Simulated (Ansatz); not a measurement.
Level of theory: Ansatz (a first-principles code) with frozen-core CCSD(T)/cc-pVTZ // CAM-B3LYP-D3(BJ)/def2-TZVP.

Ansatz 0.2 input:
```yaml
crystal:
  periodic: [false, false, false]
  atoms:
    - { symbol: N, position_ang: [-1.590389, -0.859501, 0.183347] }
    - { symbol: Ga, position_ang: [0.000534, 0.001321, 0.007836] }
    - { symbol: N, position_ang: [1.549046, -0.94902, -0.031944] }
    - { symbol: N, position_ang: [0.04573, 1.817857, -0.086859] }
    - { symbol: H, position_ang: [-2.472766, -0.391063, 0.076027] }
    - { symbol: H, position_ang: [-1.684301, -1.853404, 0.069309] }
    - { symbol: H, position_ang: [2.43434, -0.530891, -0.257709] }
    - { symbol: H, position_ang: [1.570364, -1.946217, -0.153448] }
    - { symbol: H, position_ang: [0.900382, 2.331951, 0.039492] }
    - { symbol: H, position_ang: [-0.752941, 2.378968, 0.153949] }
basis:
  gaussian: { orbitals: cc-pVTZ }
correlation:
  method: ccsd_t
```

Output:

```
Functional definition: HF
1279 factors; integrals over basis functions are off by at most 1.1e-3 eV
mean field evaluation 1: about -56872.8686 eV, gradient 5.6e1 eV
mean field evaluation 2: about -56872.9438 eV, gradient 5.6e1 eV
mean field evaluation 4: about -56878.8462 eV, gradient 3.0e0 eV
mean field evaluation 8: about -56878.8894 eV, gradient 2.5e-1 eV
mean field evaluation 16: about -56872.8686 eV, gradient 5.6e1 eV
mean field -56878.88966110 eV, -2090.2606411492 hartree, gradient 2.3e-6 eV, S^2 0.000000; 0 other end points of the search recorded, 0 dependent functions left out
12 core orbitals not correlated
reference -56878.88966110 eV, -2090.2606411492 hartree; 17, 17 occupied and 188, 188 virtual orbitals, 1279 factors
second order -22.22290293 eV of doubles, -0.00000000 eV of singles
cycle   1  -22.15133606 eV  change    7.2e-2 eV  update   1.0e-1
cycle   2  -22.69788664 eV  change   -5.5e-1 eV  update   2.8e-2
cycle   3  -22.80507056 eV  change   -1.1e-1 eV  update   1.4e-2
cycle   4  -22.79443522 eV  change    1.1e-2 eV  update   3.2e-3
cycle   5  -22.79489105 eV  change   -4.6e-4 eV  update   1.5e-3
cycle   6  -22.79491994 eV  change   -2.9e-5 eV  update   3.9e-4
cycle   7  -22.79462894 eV  change    2.9e-4 eV  update   1.6e-4
cycle   8  -22.79461145 eV  change    1.7e-5 eV  update   5.3e-5
cycle   9  -22.79461816 eV  change   -6.7e-6 eV  update   2.4e-5
perturbative correction -0.93670431 eV, -0.0344232486 hartree
Total energy: -56902.62098358 eV, -2091.1327511646 hartree
```

Cost: about 7 core-minutes (a rough figure).
